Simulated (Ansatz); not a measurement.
C₂H₃ClSe (`ClCC=[Se]`), 7 atoms. Total charge 0; spin multiplicity 1. Correlated methods include outer-core shells of Se, which these sets cover unevenly. Scalar relativity is left out up to krypton. All runs use 2 threads of an Arm Neoverse V1 on a shared host. Correlated methods freeze the cores.

Q: Give the basis size and wall time and peak host memory of each of these runs in Ansatz. RKS HSE06 (plane-wave form)-D4/def2-TZVPP energy; RHF-CCSD(T)/def2-TZVPP energy; RHF-MP2/def2-QZVPP energy; RKS ωB97M-V/def2-QZVPP energy; RKS PBE0-D4/def2-SVP energy; RKS ωB97M-V/def2-SVP energy; RKS PBE0-D4/def2-QZVPP energy; RHF-CCSD(T)/def2-SVP energy; RKS r2SCAN0-D4/def2-TZVPP energy; RKS BLYP-D4/def2-TZVPP energy; RKS PBE0-D4/def2-TZVP frequencies; RKS PBE0-D4/def2-TZVP relaxation (8 steps). (An estimate is asked.)

A: Ansatz gave: Other jobs shared the machine, so times are rough.

```tsv
level	job	functions	wall time	peak host memory (GiB)
RKS PBE0-D4/def2-SVP	energy	93	1.7 s	0.18
RKS BLYP-D4/def2-TZVPP	energy	194	2.7 s	0.23
RKS HSE06 (plane-wave form)-D4/def2-TZVPP	energy	194	4.5 s	0.52
RHF-CCSD(T)/def2-SVP	energy	93	6 s	0.32
RKS r2SCAN0-D4/def2-TZVPP	energy	194	7 s	0.51
RKS ωB97M-V/def2-SVP	energy	93	8 s	0.27
RKS PBE0-D4/def2-QZVPP	energy	363	12 s	1.1
RKS ωB97M-V/def2-QZVPP	energy	363	29 s	1.3
RHF-MP2/def2-QZVPP	energy	363	32 s	1.6
RKS PBE0-D4/def2-TZVP	relaxation (8 steps)	165	42 s	0.42
RHF-CCSD(T)/def2-TZVPP	energy	194	2.1 min	2.2
RKS PBE0-D4/def2-TZVP	frequencies	165	2.5 min	0.41
```
